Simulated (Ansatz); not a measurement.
Compare A (`B[SiH](C)OC`) with its isomer B (`B[SiH2]OCC`).

Computed with Ansatz on PBE0-D4/def2-TZVP structures; ΔE is electronic, products minus reactants. CBS: MP2 limit from def2 TZ/QZ plus the TZ coupled-cluster correction, frozen cores. DFT in def2-TZVPP. B3LYP here is the variant with VWN-RPA as its local correlation; programs differ in this. Each species was taken in one conformer, which may not be the lowest.

A:

Z-matrix (Å, degrees):
```
Si
C 1 1.876
O 1 1.653 2 111.3
B 1 2.004 2 111.7 3 122.8
H 1 1.502 2 107.3 3 -118.4
H 2 1.093 1 111.5 3 -61.7
H 2 1.093 1 111.0 3 59.0
H 2 1.093 1 110.1 3 178.2
C 3 1.405 1 122.6 2 -62.9
H 4 1.198 1 119.4 2 56.8
H 4 1.195 1 123.4 2 -123.6
H 9 1.097 3 111.7 1 69.3
H 9 1.098 3 111.7 1 -52.1
H 9 1.092 3 108.5 1 -171.4
```

B:

```xyz
14

B     1.397   -1.583   -1.616
Si   -0.276   -1.598   -0.509
O    -0.402   -0.407    0.625
C    -0.399    0.963    0.277
C    -0.379    1.798    1.533
H     2.206   -0.702   -1.607
H     1.605   -2.502   -2.355
H    -0.399   -2.875    0.243
H    -1.417   -1.513   -1.480
H    -1.291    1.196   -0.320
H     0.479    1.194   -0.344
H    -1.254    1.581    2.149
H    -0.385    2.862    1.284
H     0.516    1.584    2.121
```

Which isomer does CCSD(T)/CBS put lower? Give the gap. (Estimate.)

The calculation gave: A, by 32.5 kJ/mol.

Give E(B) − E(A) in kJ/mol with MP2/def2-TZVPP, HF/def2-TZVPP, CCSD(T)/def2-SVP, B3LYP, r2SCAN-D4, LDA (SPW92), PBE0-D4. (Best estimate.)

Ansatz gave: MP2/def2-TZVPP 33.6, HF/def2-TZVPP 26.6, CCSD(T)/def2-SVP 18.1, B3LYP 30.6, r2SCAN-D4 33.6, LDA (SPW92) 27.9, PBE0-D4 32.7. None reverses the order clearly.

Does the order hold for the free energy at 298.15 K (harmonic terms from PBE0-D4)? (An estimate is asked.)

Ansatz gave: Yes: G(B) − G(A) = +32.2 kJ/mol, for one conformer each. Modes under 60 cm⁻¹, often nearly free rotors, make the harmonic entropy too high.

Largest T1 diagnostic: 0.011.

At CCSD(T), def2-SVP lies −14.4 kJ/mol from the extrapolated value and def2-TZVPP −1.3 kJ/mol. Leaving LDA and LC-ωPBE aside and taking each functional with its dispersion term where it has one, the values, not all of them listed here, spread over 2.8 kJ/mol, from CAM-B3LYP-D4 to r2SCAN-D4. LDA lies −3.6 kJ/mol from PBE without D4.
